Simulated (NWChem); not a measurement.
The numbers come from NWChem runs, not from measurements. System: tin monoxide (OSn), charge 0, spin multiplicity 1, at a geometry optimised with PBE0/def2-SVP with def2 effective core potentials on Sn. Level: PBE/def2-TZVP with def2 effective core potentials on Sn.

Part of the output:

```
             Northwest Computational Chemistry Package (NWChem) 7.3.0
             --------------------------------------------------------

                                NWChem Input Module
                                -------------------

 Scaling coordinates for geometry "geometry" by  1.889725989
 (inverse scale =  0.529177249)

 Turning off AUTOSYM since
 SYMMETRY directive was detected!

                             Geometry "geometry" -> ""
                             -------------------------

 Output coordinates in angstroms (scale by  1.889725989 to convert to a.u.)

  No.       Tag          Charge          X              Y              Z
 ---- ---------------- ---------- -------------- -------------- --------------
    1 Sn                  50.0000     0.00000000     0.00000000     0.25356600
    2 O                    8.0000     0.00000000     0.00000000    -1.58478900

 Effective nuclear repulsion energy (a.u.)     115.1414713697

            Nuclear Dipole moment (a.u.)
            ----------------------------
        X                 Y               Z
 ---------------- ---------------- ----------------
     0.0000000000     0.0000000000    -0.0000226767

      Symmetry information
      --------------------

 Group name             C2v
 Group number             16
 Group order               4
 No. of unique centers     2

      Symmetry unique atoms

     1    2


 Summary of "ao basis" -> "" (spherical)
 ------------------------------------------------------------------------------
       Tag                 Description            Shells   Functions and Types
 ---------------- ------------------------------  ------  ---------------------
 *                         def2-tzvp                  on all atoms

 Summary of "ao basis" -> "ao basis" (spherical)
 ------------------------------------------------------------------------------
       Tag                 Description            Shells   Functions and Types
 ---------------- ------------------------------  ------  ---------------------
 Sn                        def2-tzvp                16       50   6s5p3d2f
 O                         def2-tzvp                11       31   5s3p2d1f

 Summary of "ao basis" -> "ao basis" (spherical)
 ------------------------------------------------------------------------------
       Tag                 Description            Shells   Functions and Types
 ---------------- ------------------------------  ------  ---------------------
 Sn                        def2-tzvp                16       50   6s5p3d2f
 O                         def2-tzvp                11       31   5s3p2d1f

      Symmetry analysis of basis
      --------------------------

        a1         35
        a2          8
        b1         19
        b2         19

            General Information
            -------------------
          SCF calculation type: DFT
          Wavefunction type:  closed shell.
          No. of atoms     :     2
          No. of electrons :    30
           Alpha electrons :    15
            Beta electrons :    15
          Charge           :     0
          Spin multiplicity:     1
          Use of symmetry is: on ; symmetry adaption is: on
          Maximum number of iterations: 100
          AO basis - number of functions:    81
                     number of shells:    27
          Convergence on energy requested:  1.00D-06
          Convergence on density requested:  1.00D-05
          Convergence on gradient requested:  5.00D-04

              XC Information
              --------------
          PerdewBurkeErnzerhof Exchange Functional  1.000
            Perdew 1991 LDA Correlation Functional  1.000 local
           PerdewBurkeErnz. Correlation Functional  1.000 non-local

             Grid Information
             ----------------
          Grid used for XC integration:  medium
          Radial quadrature: Mura-Knowles
          Angular quadrature: Lebedev.
          Tag              B.-S. Rad. Rad. Pts. Rad. Cut. Ang. Pts.
          ---              ---------- --------- --------- ---------
          Sn                  1.45      123           8.0       590
          O                   0.60       49           8.0       434
[...]
 d= 0,ls=0.0,diis     4   -289.4713572282  7.07D-03  1.44D-03  1.49D-01     2.9

 !! scf_movecs_sym_adapt:    4 vectors were symmetry contaminated

  Symmetry fudging

 !! scf_movecs_sym_adapt:    2 vectors were symmetry contaminated

 d= 0,ls=0.0,diis     5   -289.4836189166 -1.23D-02  4.09D-04  1.84D-02     3.0

 !! scf_movecs_sym_adapt:    2 vectors were symmetry contaminated

  Symmetry fudging

 !! scf_movecs_sym_adapt:    2 vectors were symmetry contaminated

  Resetting Diis
 d= 0,ls=0.0,diis     6   -289.4848610142 -1.24D-03  3.74D-04  7.53D-03     3.1

 !! scf_movecs_sym_adapt:    4 vectors were symmetry contaminated

  Symmetry fudging

 !! scf_movecs_sym_adapt:    2 vectors were symmetry contaminated

 d= 0,ls=0.0,diis     7   -289.4854317425 -5.71D-04  1.58D-03  2.02D-03     3.3

 !! scf_movecs_sym_adapt:    6 vectors were symmetry contaminated

  Symmetry fudging

 !! scf_movecs_sym_adapt:    2 vectors were symmetry contaminated

 d= 0,ls=0.0,diis     8   -289.4756687223  9.76D-03  1.37D-03  9.19D-02     3.4

 !! scf_movecs_sym_adapt:    6 vectors were symmetry contaminated

  Symmetry fudging

 !! scf_movecs_sym_adapt:    4 vectors were symmetry contaminated

 d= 0,ls=0.0,diis     9   -289.4856534156 -9.98D-03  9.72D-05  6.30D-05     3.6

 !! scf_movecs_sym_adapt:   12 vectors were symmetry contaminated

  Symmetry fudging

 !! scf_movecs_sym_adapt:    6 vectors were symmetry contaminated

 d= 0,ls=0.0,diis    10   -289.4856575628 -4.15D-06  9.17D-06  4.83D-06     3.7

 !! scf_movecs_sym_adapt:   24 vectors were symmetry contaminated

  Symmetry fudging

 !! scf_movecs_sym_adapt:   10 vectors were symmetry contaminated

 d= 0,ls=0.0,diis    11   -289.4856580609 -4.98D-07  2.37D-06  2.15D-07     3.8

         Total DFT energy =     -289.485658060891
      One electron energy =     -581.455685624162
           Coulomb energy =      267.822761465975
    Exchange-Corr. energy =      -26.514981305380
 Nuclear repulsion energy =       50.662247402676

 Numeric. integr. density =       29.999995061710

     Total iterative time =      2.7s

                  Occupations of the irreducible representations
                  ----------------------------------------------

                     irrep           alpha         beta
                     --------     --------     --------
                     a1                8.0          8.0
                     a2                1.0          1.0
                     b1                3.0          3.0
                     b2                3.0          3.0

                       DFT Final Molecular Orbital Analysis
                       ------------------------------------

 Vector   13  Occ=2.000000D+00  E=-2.420281D-01  Symmetry=b1
              MO Center=  1.3D-14, -1.5D-16, -1.2D+00, r^2= 1.4D+00
   Bfn.  Coefficient  Atom+Function         Bfn.  Coefficient  Atom+Function
  ----- ------------  ---------------      ----- ------------  ---------------
    56      0.416992  2 O  px                59      0.343580  2 O  px
    62      0.248996  2 O  px                16      0.193483  1 Sn px
    10     -0.174662  1 Sn px                13      0.165497  1 Sn px
    25     -0.086348  1 Sn d  1              19      0.084024  1 Sn px
    35      0.036904  1 Sn d  1

 Vector   14  Occ=2.000000D+00  E=-2.420281D-01  Symmetry=b2
              MO Center=  8.3D-17, -2.4D-14, -1.2D+00, r^2= 1.4D+00
   Bfn.  Coefficient  Atom+Function         Bfn.  Coefficient  Atom+Function
  ----- ------------  ---------------      ----- ------------  ---------------
    57      0.416992  2 O  py                60      0.343580  2 O  py
    63      0.248996  2 O  py                17      0.193483  1 Sn py
    11     -0.174662  1 Sn py                14      0.165497  1 Sn py
    23      0.086348  1 Sn d -1              20      0.084024  1 Sn py
    33     -0.036904  1 Sn d -1

 Vector   15  Occ=2.000000D+00  E=-2.353732D-01  Symmetry=a1
              MO Center=  2.4D-14,  2.2D-14, -6.5D-01, r^2= 2.8D+00
   Bfn.  Coefficient  Atom+Function         Bfn.  Coefficient  Atom+Function
  ----- ------------  ---------------      ----- ------------  ---------------
    58     -0.386092  2 O  pz                 6      0.383470  1 Sn s
    61     -0.309636  2 O  pz                12     -0.265963  1 Sn pz
    15      0.255261  1 Sn pz                64     -0.242792  2 O  pz
    18      0.193661  1 Sn pz                 2      0.145547  1 Sn s
     5      0.144338  1 Sn s                  3     -0.121109  1 Sn s

 Vector   16  Occ=0.000000D+00  E=-1.093781D-01  Symmetry=b1
              MO Center= -3.3D-14, -1.6D-16,  1.5D-01, r^2= 3.6D+00
   Bfn.  Coefficient  Atom+Function         Bfn.  Coefficient  Atom+Function
  ----- ------------  ---------------      ----- ------------  ---------------
    16      0.494441  1 Sn px                19      0.329055  1 Sn px
    10     -0.319881  1 Sn px                13      0.303054  1 Sn px
    56     -0.234618  2 O  px                62     -0.201168  2 O  px
    59     -0.184142  2 O  px                35     -0.095333  1 Sn d  1
    25      0.070167  1 Sn d  1               7     -0.044852  1 Sn px

 Vector   17  Occ=0.000000D+00  E=-1.093781D-01  Symmetry=b2
              MO Center=  3.6D-16, -2.7D-14,  1.5D-01, r^2= 3.6D+00
   Bfn.  Coefficient  Atom+Function         Bfn.  Coefficient  Atom+Function
  ----- ------------  ---------------      ----- ------------  ---------------
    17      0.494441  1 Sn py                20      0.329055  1 Sn py
    11     -0.319881  1 Sn py                14      0.303054  1 Sn py
    57     -0.234618  2 O  py                63     -0.201168  2 O  py
    60     -0.184142  2 O  py                33      0.095333  1 Sn d -1
    23     -0.070167  1 Sn d -1               8     -0.044852  1 Sn py

 Vector   18  Occ=0.000000D+00  E=-1.501511D-02  Symmetry=a1
              MO Center= -1.3D-15, -2.2D-16,  4.1D-01, r^2= 6.2D+00
   Bfn.  Coefficient  Atom+Function         Bfn.  Coefficient  Atom+Function
  ----- ------------  ---------------      ----- ------------  ---------------
    21      0.857755  1 Sn pz                34      0.262014  1 Sn d  0
     5     -0.172281  1 Sn s                 58      0.168058  2 O  pz
     6     -0.164997  1 Sn s                 24     -0.164509  1 Sn d  0
    15      0.159016  1 Sn pz                61      0.154240  2 O  pz
    55      0.150770  2 O  s                 12     -0.147021  1 Sn pz

 center of mass
 --------------
 x =   0.00000000 y =   0.00000000 z =   0.06417789

 moments of inertia (a.u.)
 ------------------
         169.976453285028           0.000000000000           0.000000000000
           0.000000000000         169.976453285028           0.000000000000
           0.000000000000           0.000000000000           0.000000000000

     Multipole analysis of the density
     ---------------------------------

     L   x y z        total         alpha         beta         nuclear
     -   - - -        -----         -----         ----         -------
     0   0 0 0     -0.000000    -15.000000    -15.000000     30.000000

     1   1 0 0     -0.000000     -0.000000     -0.000000      0.000000
     1   0 1 0     -0.000000     -0.000000     -0.000000      0.000000
     1   0 0 1      1.528098      7.472444      7.472444    -13.416790

     2   2 0 0    -20.192897    -10.096449    -10.096449      0.000000
     2   1 1 0     -0.000000     -0.000000     -0.000000      0.000000
     2   1 0 1      0.000000      0.000000      0.000000      0.000000
     2   0 2 0    -20.192897    -10.096449    -10.096449      0.000000
     2   0 1 1      0.000000      0.000000      0.000000      0.000000
     2   0 0 2    -26.872317    -51.837519    -51.837519     76.802720

 Task  times  cpu:        3.8s     wall:        3.8s

 Total times  cpu:        3.9s     wall:        3.9s
```

Write an NWChem input that would produce this output.

One answer among several that fit: 
```
start mol
memory heap 200 mb stack 900 mb global 1100 mb
geometry units angstroms nocenter noautoz
  Sn     0.000000     0.000000     0.253566
  O      0.000000     0.000000    -1.584789
  symmetry group C2v
end
basis spherical
  * library def2-tzvp
end
ecp
  Sn library def2-ecp
end
dft
  xc xpbe96 cpbe96
  semidirect memsize 60000000 filesize 0
  iterations 100
end
task dft energy
```
